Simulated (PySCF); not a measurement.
CH4F2Ge.

```xyz
8

Ge     0.0484     0.2790     0.0000
C     -1.7984    -0.2987     0.0000
F      0.8508    -0.4262    -1.3750
F      0.8508    -0.4262     1.3750
H      0.3804     1.7775     0.0000
H     -2.3112     0.0783    -0.8969
H     -2.3112     0.0783     0.8969
H     -1.8294    -1.3978     0.0000
```
Charge 0, spin multiplicity 1.

Geometry: B3LYP-D3(BJ)/def2-SVP.

Computed with PBE0/pcSseg-1 in PySCF. Non-relativistic, no solvent.

**Question.** Give the absolute GIAO shielding of each atom: isotropic value and principal components (ppm). (An estimate is asked for; the answer gives what the named calculation found.)

**Answer.** 
| atom | σ(iso) | σ11 | σ22 | σ33 | span |
|---|---|---|---|---|---|
| Ge1 | 1251.9 | 1144.4 | 1210.7 | 1400.4 | 256.0 |
| C2 | 181.8 | 172.6 | 178.1 | 194.7 | 22.1 |
| F3 | 337.5 | 247.5 | 370.3 | 394.7 | 147.2 |
| F4 | 337.5 | 247.5 | 370.3 | 394.7 | 147.2 |
| H5 | 25.3 | 19.3 | 19.6 | 37.1 | 17.8 |
| H6 | 30.6 | 25.9 | 27.6 | 38.2 | 12.3 |
| H7 | 30.6 | 25.9 | 27.6 | 38.2 | 12.3 |
| H8 | 30.2 | 25.5 | 27.5 | 37.6 | 12.0 |
